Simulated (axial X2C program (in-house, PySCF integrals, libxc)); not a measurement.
BeGa: from the spin-free to the two-component result

All values were computed with an in-house all-electron X2C program for linear molecules (integrals from PySCF). Spin-free means the one-electron spin-free X2C Hamiltonian; two-component (2c) means X2C with spin–orbit coupling and atomic mean-field two-electron Coulomb and Gaunt terms, so the difference of the two also holds small scalar two-electron terms. Basis: Ga dyall-cv3z [9s9p7d4f1g], Be dyall-cv3z [8s8p3d1f] (cores contracted in-house); Gaussian nuclei, density fitting, unrestricted open shells. Masses: Ga 68.926 u, Be 9.012 u.

Spin-free state: M_S = 1/2, Λ = 1 (beyond evenly filled blocks: π+α); fragments Ga + Be.

```json
{"level": "BP86", "Re (Å)": "2.384", "ωe (cm⁻¹)": "354.1", "De (eV)": "0.787", "μ (D)": "-0.06"}
```

Dipoles are positive if Be is the positive end.

**Question.** Within this multiplet, which Ω should lie lowest by the rule for regular and inverted multiplets?

**Answer.** The open π shell holds one electron, so the multiplet is regular: Ω = Λ − 1/2 = 1/2. The PBE0 2c search agrees, though Ω = 3/2 of the search lies only 0.05 eV higher.

Two-component determinant lowest at the distance of the search:

Ω = 1/2 (⟨Sz⟩ = -0.50, ⟨Lz⟩ = 1.00 at BP86); fragments Ga + Be.

| level | Re (Å) | ωe (cm⁻¹) | μ (D) |
| --- | --- | --- | --- |
| BP86 | 2.386 | 351.3 | -0.06 |

**Question.** From the two tables, how do the constants change at the BP86 level (2c against spin-free)?

**Answer.** At the BP86 level Re rises by 0.002 Å and ωe decreases by 2.8 cm⁻¹.

Occupations by symmetry block were frozen at the best pattern of an incomplete PBE0 search. De is counted from the lowest determinant-based energies of the atoms at the same level, without counterpoise correction. De is not given where an atomic determinant may have missed its ground term or J level, or where the truncated virtual space spoils (T). Density functionals use the spin component along the axis (collinear). PBE0 can misorder states that lie within some tenths of an eV, so this need not be the ground state of the molecule. The nearest other spin-free determinant of the search, M_S = 1/2, Λ = 0, lies 0.11 eV up at the distance of the search. Without a current term, density functionals place determinants with orbital angular momentum somewhat too high. The atomic limit has a lower orbital projection than the molecule and lies lower at mean-field level, so De may be about a tenth of an eV too small. The stretched end of a curve changes character and is left out.
